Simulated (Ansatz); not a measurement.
Other settings, tried on `C[Si](C)(C)O[Si](C)(C)O[Si](C)(C)O[Si](C)(C)O[Si](C)(C)O[Si](C)(C)O[Si](C)(C)C`.

```yaml
crystal:
  periodic: [false, false, false]
  atoms:
    - {symbol: C, position_ang: [-5.731501, -2.883695, -0.748071]}
    - {symbol: Si, position_ang: [-4.202044, -1.835433, -0.405386]}
    - {symbol: C, position_ang: [-4.468602, -0.754060, 1.116007]}
    - {symbol: C, position_ang: [-2.675927, -2.925201, -0.198090]}
    - {symbol: O, position_ang: [-3.998752, -0.805662, -1.729038]}
    - {symbol: Si, position_ang: [-2.891163, -0.306550, -2.879394]}
    - {symbol: C, position_ang: [-2.174731, -1.769057, -3.810976]}
    - {symbol: C, position_ang: [-3.779848, 0.909888, -3.996261]}
    - {symbol: O, position_ang: [-1.601785, 0.469246, -2.133412]}
    - {symbol: Si, position_ang: [-1.247438, 1.429706, -0.811909]}
    - {symbol: C, position_ang: [-2.685609, 2.589119, -0.462161]}
    - {symbol: C, position_ang: [0.365382, 2.297514, -1.175629]}
    - {symbol: O, position_ang: [-1.062174, 0.396250, 0.509830]}
    - {symbol: Si, position_ang: [-0.549078, 0.323119, 2.102911]}
    - {symbol: C, position_ang: [-1.521146, 1.567555, 3.126932]}
    - {symbol: C, position_ang: [-0.779129, -1.437964, 2.694690]}
    - {symbol: O, position_ang: [1.085761, 0.671828, 2.189279]}
    - {symbol: Si, position_ang: [2.338108, 1.749170, 2.472202]}
    - {symbol: C, position_ang: [3.499086, 0.936844, 3.703514]}
    - {symbol: C, position_ang: [1.668445, 3.393412, 3.080662]}
    - {symbol: O, position_ang: [3.136993, 2.055124, 1.038139]}
    - {symbol: Si, position_ang: [4.015550, 1.365863, -0.217079]}
    - {symbol: C, position_ang: [4.240209, 2.687735, -1.521872]}
    - {symbol: C, position_ang: [5.655729, 0.731318, 0.455130]}
    - {symbol: O, position_ang: [3.146098, 0.111011, -0.895965]}
    - {symbol: Si, position_ang: [2.805552, -1.542536, -0.771230]}
    - {symbol: C, position_ang: [4.052854, -2.462886, -1.850884]}
    - {symbol: C, position_ang: [2.955187, -2.100968, 1.027453]}
    - {symbol: C, position_ang: [1.051454, -1.797007, -1.394870]}
    - {symbol: H, position_ang: [-6.620762, -2.241681, -0.914936]}
    - {symbol: H, position_ang: [-5.588603, -3.507937, -1.654132]}
    - {symbol: H, position_ang: [-5.953926, -3.562191, 0.101782]}
    - {symbol: H, position_ang: [-5.345239, -0.088374, 0.978737]}
    - {symbol: H, position_ang: [-3.574433, -0.121611, 1.283227]}
    - {symbol: H, position_ang: [-4.641484, -1.365164, 2.026159]}
    - {symbol: H, position_ang: [-2.754783, -3.558663, 0.709858]}
    - {symbol: H, position_ang: [-2.542949, -3.598379, -1.069901]}
    - {symbol: H, position_ang: [-1.768286, -2.296615, -0.101036]}
    - {symbol: H, position_ang: [-1.596154, -2.419330, -3.124497]}
    - {symbol: H, position_ang: [-2.972952, -2.376703, -4.283691]}
    - {symbol: H, position_ang: [-1.484919, -1.423533, -4.608098]}
    - {symbol: H, position_ang: [-4.616106, 0.418966, -4.534508]}
    - {symbol: H, position_ang: [-4.203226, 1.743099, -3.399184]}
    - {symbol: H, position_ang: [-3.087438, 1.339666, -4.748295]}
    - {symbol: H, position_ang: [-2.858827, 3.272749, -1.318708]}
    - {symbol: H, position_ang: [-3.613836, 2.005039, -0.296577]}
    - {symbol: H, position_ang: [-2.503447, 3.209913, 0.438805]}
    - {symbol: H, position_ang: [1.148355, 1.539698, -1.378821]}
    - {symbol: H, position_ang: [0.712837, 2.916539, -0.324713]}
    - {symbol: H, position_ang: [0.263809, 2.949789, -2.066960]}
    - {symbol: H, position_ang: [-1.353506, 2.603292, 2.767563]}
    - {symbol: H, position_ang: [-2.608964, 1.358394, 3.065508]}
    - {symbol: H, position_ang: [-1.225045, 1.527012, 4.195494]}
    - {symbol: H, position_ang: [-0.413726, -1.549409, 3.735800]}
    - {symbol: H, position_ang: [-1.846456, -1.734268, 2.663796]}
    - {symbol: H, position_ang: [-0.208914, -2.139788, 2.053406]}
    - {symbol: H, position_ang: [3.811288, -0.063503, 3.341302]}
    - {symbol: H, position_ang: [3.002684, 0.799446, 4.686050]}
    - {symbol: H, position_ang: [4.411053, 1.548318, 3.859356]}
    - {symbol: H, position_ang: [2.499169, 4.101733, 3.276856]}
    - {symbol: H, position_ang: [1.007916, 3.853837, 2.317784]}
    - {symbol: H, position_ang: [1.086123, 3.275755, 4.016829]}
    - {symbol: H, position_ang: [4.783197, 3.563121, -1.111160]}
    - {symbol: H, position_ang: [4.811803, 2.296620, -2.387997]}
    - {symbol: H, position_ang: [3.252844, 3.034267, -1.887387]}
    - {symbol: H, position_ang: [6.248223, 1.557867, 0.898714]}
    - {symbol: H, position_ang: [6.262396, 0.269964, -0.351380]}
    - {symbol: H, position_ang: [5.499357, -0.032516, 1.243638]}
    - {symbol: H, position_ang: [5.091544, -2.291673, -1.497654]}
    - {symbol: H, position_ang: [3.866318, -3.557112, -1.837787]}
    - {symbol: H, position_ang: [3.990621, -2.119424, -2.904573]}
    - {symbol: H, position_ang: [2.636072, -3.158519, 1.137520]}
    - {symbol: H, position_ang: [4.000347, -2.027734, 1.393267]}
    - {symbol: H, position_ang: [2.310642, -1.474220, 1.676668]}
    - {symbol: H, position_ang: [0.784376, -2.874235, -1.402897]}
    - {symbol: H, position_ang: [0.323461, -1.262274, -0.752905]}
    - {symbol: H, position_ang: [0.932077, -1.403931, -2.424855]}
basis:
  gaussian: {orbitals: def2-SVP, fitting: {mean_field: def2-universal-jkfit}}
hamiltonian: {xc: {name: LC-wPBE}}
scf: {lower_state_search: full}
```

```sh
$ ansatz run in.yaml --threads 2 --pin off --events-out ev --progress --plain --max-ram 32768MiB --backend cuda --devices 0, --max-vram 18GiB
```

It prints (some lines left out):

```
Functional definition: LC-wPBE
3422 factors; integrals over basis functions are off by at most 2.4e-1 eV
3422 factors; integrals over basis functions are off by at most 1.1e-6 eV
mean field evaluation 1: about -84715.9790 eV, gradient 1.3e2 eV
mean field evaluation 2: about -84715.9619 eV, gradient 1.3e2 eV
mean field evaluation 4: about -84749.3847 eV, gradient 1.8e1 eV
mean field evaluation 8: about -84749.9992 eV, gradient 4.6e-2 eV
mean field evaluation 16: about -84749.9963 eV, gradient 5.5e-5 eV
mean field -84749.99634951 eV, -3114.5049202338 hartree, gradient 5.5e-5 eV, S^2 0.000000; 0 other end points of the search recorded, 0 dependent functions left out
reference -84749.99634953 eV, -3114.5049202345 hartree; 145, 145 occupied and 529, 529 virtual orbitals, 3422 factors
Total energy: -84749.99634953 eV, -3114.5049202345 hartree
```

Hardware: 2 threads of AMD EPYC 7R13 on a shared host and a share (18 GiB) of an NVIDIA H100 80GB HBM3. Wall time 13 s.

LC-ωPBE has ω = 0.4 bohr⁻¹.
